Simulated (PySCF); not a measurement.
Gas-phase XPS of `C[O][GeH2][GeH2][GeH3]`, computed

CH₁₀Ge₃O.
Geometry (PBE0-D3(BJ)/def2-SVP, Å), atoms numbered from 1 in this order:
```xyz
15
CH10Ge3O angstrom
C     -1.7833    1.1394    0.6986
O     -2.1176   -0.2133    0.7859
Ge    -0.8548   -1.4288    1.1373
Ge     0.8019   -1.4730   -0.6416
Ge     1.9574    0.6392   -0.9229
H     -1.2579    1.5131    1.6000
H     -1.1440    1.3660   -0.1784
H     -2.7104    1.7243    0.5878
H     -1.6353   -2.7471    1.2531
H     -0.1889   -1.0571    2.4849
H      1.8366   -2.5671   -0.2996
H      0.1227   -1.8643   -1.9693
H      2.2936    1.2445    0.4535
H      1.0605    1.6319   -1.6855
H      3.2664    0.4463   -1.7110
```

Computed with delta-SCF UKS SCAN, pcX-2 on the ionised atom, pcseg-1 elsewhere, spin-free X2C (PySCF 2.14.0). Vertical ΔSCF values, vacuum level as zero.

Question: What binding energy does each computed site have?

Answer: 
```
atom(s)                environment  level  binding energy (eV)  count
     C1             methoxy carbon   C 1s               292.08      1
     O2  oxygen bonded to C and Ge   O 1s               537.36      1
```

Question: Which photon wavelength matches the O 1s of O2 (atom 2) threshold?

Answer: λ = hc/E = 12398.42 eV Å / 537.36 eV = 23.073 Å.

Question: Which effective nuclear charge Zeff reproduces each element's mean 1s value in the hydrogen-like formula E = 13.606 eV × Zeff²?

Answer: C (Z = 6): mean 292.1 eV, Zeff = 4.63, Z − Zeff = 1.37; O (Z = 8): mean 537.4 eV, Zeff = 6.28, Z − Zeff = 1.72. Means run over the listed sites, weighted by atom count.

No level of germanium is listed. Geometry: PBE0-D3(BJ)/def2-SVP, one conformer, isolated molecule.
